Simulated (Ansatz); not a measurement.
`[Cl][GaH][Br]` + `[SiH3][SeH]` → `[SiH3][Se][GaH][Cl]` + HBr  (ligand exchange at a Ga–Br bond)

Program: Ansatz. Geometries: PBE0-D4/def2-TZVP. ΔE: electronic, gas phase. CBS: MP2 limit from def2 TZ/QZ plus the TZ coupled-cluster correction, frozen cores. Functionals use def2-TZVPP. For Br, Ga, Se outer-core shells are correlated without core-valence functions, which leaves a few kJ/mol of doubt a bond. Scalar relativity is left out up to krypton. One conformer a species, not always the lowest.

```
             level  ΔE (kJ/mol)
           r2SCAN0         20.9
RPA@PBE/def2-TZVPP         16.2
     CCSD/def2-SVP         22.5
     HF/def2-QZVPP         35.4
```

Question: What does CCSD(T)/CBS give? (Estimate.)

Answer: Computed: +14.0 kJ/mol. The listed levels differ from it by 6.9, 2.2, 8.5, 21.4 kJ/mol.

Largest T1 diagnostic among the species: 0.011.

The D4 term adds −7.2 kJ/mol with B3LYP and −4.0 kJ/mol with PBE0; it sums over pairs of atoms, weighted by their polarisabilities, and B3LYP, whose exchange is more repulsive, gets the larger term. At CCSD(T), def2-SVP lies +6.3 kJ/mol from the extrapolated value and def2-TZVPP +2.4 kJ/mol.

B3LYP here is the variant with VWN-RPA as its local correlation; programs differ in this.
